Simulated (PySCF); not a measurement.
H5P2, SMILES P[PH3+], charge +1.

Geometry optimised at PBE-D3(BJ)/def2-TZVP. The isomer is the one that the SMILES or the coordinates give; other isomers of the formula were not compared.

Two levels are set side by side: TDDFT-PBE/def2-SVPD (PySCF) and TDDFT-LC-ωPBE/def2-SVPD (PySCF). Vertical, same geometry. The lowest singlet is HOMO→LUMO 91 % with PBE and HOMO→LUMO 88 % with the other functional; states are paired by order. Differences are taken from unrounded values.

```csv
quantity,TDDFT-LC-ωPBE,TDDFT-PBE,TDDFT-PBE minus TDDFT-LC-ωPBE
lowest singlet excitation (eV),6.60,6.12,-0.48
lowest triplet excitation (TDA) (eV),5.06,4.86,-0.20
first bright state (f over 0.05) (eV),6.60,6.12,-0.48
its oscillator strength,0.09,0.07,-0.02
```

A lower first singlet is the usual sign of a functional without exact exchange. Differences between two approximate levels are no errors against the true value.

Rough cost on one machine, each run with all the roots and properties that it gave: TDDFT-LC-ωPBE against TDDFT-PBE about 4 times.
